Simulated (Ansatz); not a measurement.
Geometry optimisation, RHF/def2-SVP (Ansatz 0.2.0).

Input file:

```yaml
crystal:
  periodic: [false, false, false]
  atoms:
    - { symbol: Sn, position_ang: [-1.579296, 0.18869, -0.464852] }
    - { symbol: "N", position_ang: [1.570096, -0.55775, 0.566289] }
    - { symbol: H, position_ang: [-0.894102, -0.955004, -1.502606] }
    - { symbol: H, position_ang: [-1.6971, -0.285361, 1.157939] }
    - { symbol: H, position_ang: [-3.08039, 0.747421, -1.058962] }
    - { symbol: H, position_ang: [1.758646, 0.426144, 0.425473] }
    - { symbol: Br, position_ang: [-0.102941, 2.296262, -0.553765] }
    - { symbol: H, position_ang: [1.864271, -0.792857, 1.498047] }
    - { symbol: H, position_ang: [2.160916, -1.067645, -0.067462] }
basis:
  gaussian: { orbitals: def2-SVP }
hamiltonian:
  xc: hf
relax:
  f_tol: 0.03
  max_steps: 50
output:
  orbitals: {}
```

Command:

```bash
$ ansatz run input.yaml --threads 2 --pin off --max-ram 3072MiB --backend cpu --events-out ev --progress --plain --runs-dir out
```

Q: Where does it end, and by what steps?

A: The forces met the threshold. After 5 steps the energy has fallen by 0.038 eV; H8 moved furthest, 0.21 Å.

```tsv
step	energy less start (eV)	largest force component (eV/Å)	accepted
0	0.0000	0.369	yes
1	-0.0084	0.241	yes
2	-0.0188	0.845	yes
3	-0.0330	0.135	yes
4	-0.0357	0.116	yes
5	-0.0381	0.025	yes
```

```xyz
9
Properties=species:S:1:pos:R:3
Sn -1.495 0.214 -0.455
N 1.524 -0.533 0.541
H -0.812 -0.901 -1.533
H -1.555 -0.242 1.177
H -3.065 0.637 -0.989
H 1.901 0.397 0.482
Br -0.242 2.403 -0.640
H 1.668 -0.857 1.482
H 2.075 -1.118 -0.064
```

Whether the end is a true minimum wasn't checked by a vibrational analysis.

Time of the run: 13 s on 2 threads of Arm Neoverse V1 (shared host), peak memory 0.23 GiB.
